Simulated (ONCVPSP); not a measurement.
# Transferability test, ONCV potential for Ni (Z = 28)

ONCVPSP 4.0.1 input, shortened (lines: element, Z, core and valence counts, functional; n l f; lmax; l rc ep ncon nbas qcut; lloc lpopt rc5 dvloc0; l nproj debl; icmod fcfact rcfact), PBE, scalar-relativistic:

```
  Ni 28.00    3    3        4      upf
    1    0    2.00
    2    0    2.00
    2    1    6.00
    3    0    2.00
    3    1    6.00
    3    2    8.00
    3
    0    0.80    0.00    5    9    8.50
    1    1.25    0.00    4    8   12.70
    2    1.20    0.00    4    9   10.70
    3    1.15    0.05    3    7    8.30
    4    4    0.75    0.00
    0    2    0.60
    1    2    3.00
    2    2    0.30
    3    1    2.10
    4    0.45    0.00
```

In the s channel the program set the typed energies aside and used -4.805, 0.250 Ha. In the p channel the program set the typed energies aside and used -3.348, 0.250 Ha. In the d channel the program set the typed energies aside and used -1.042, 0.250 Ha.

Energies are relative to the spin-unpolarised reference configuration 3s2 3p6 3d8; without spin polarisation the order of configurations can differ from experiment.

| valence configuration | charge | ΔE all-electron (eV) | error AE − PS (meV) |
| --- | --- | --- | --- |
| 3s2 3p6 3d7 | +3 | 37.467 | -34 |
| 3s2 3p6 3d8 4s1 4p1 | 0 | -22.078 | -225 |

Question: What are ΔE and the potential's error for 3s2 3p6 3d8 4s2?

Answer: ΔE = -26.674 eV all-electron; the error (AE − PS) is -310 meV.

Question: What are ΔE and the potential's error for 3s2 3p6 3d8 4s1?

Answer: ΔE = -17.351 eV all-electron; the error (AE − PS) is -86 meV.
